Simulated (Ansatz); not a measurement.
**Ligand exchange: CH7ClSi2 + C4H11BO → CH8OSi2 + C4H10BCl**

Species: CH7ClSi2 `C[SiH2][SiH2]Cl`, singlet; C4H11BO `CCB(O)CC`, singlet; CH8OSi2 `C[SiH2][SiH2]O`, singlet; C4H10BCl (chlorodiethylborane) `CCB(Cl)CC`, singlet. The partners trade Cl for OH: Si–Cl and B–OH bonds give way to Si–OH and B–Cl.

Shapes, held fixed at every level: PBE0-D4/def2-TZVP. Flexible molecules stand in one conformer, not always the lowest. Programs: Ansatz 0.2.0. Electronic energies: no zero-point or thermal term.

| level | kind | ΔE (kJ/mol) | CPU time (sum over the molecules) |
| --- | --- | --- | --- |
| PBE-D4/def2-TZVPP | GGA | +47.7 | 51 s |
| r2SCAN-D4/def2-TZVPP | meta-GGA | +44.4 | 88 s |
| B3LYP-D4/def2-TZVPP | global hybrid | +47.2 | 1.7 min |
| wB97M-V/def2-TZVPP | range-separated hybrid | +47.3 | 3.7 min |
| wB97X-V/def2-TZVPP | range-separated hybrid | +46.4 | 2.4 min |
| B2PLYP/def2-TZVPP | double hybrid | +45.7 | 1.9 min |
| MP2/def2-TZVPP | perturbation theory | +42.8 | – |

MP2/def2-TZVPP gives ΔE = +42.8 kJ/mol; the levels span +42.8 to +47.7. The median of the levels is +46.4. No measured value is set beside it here. Times are processor times on shared x86 and Arm servers, and rough.
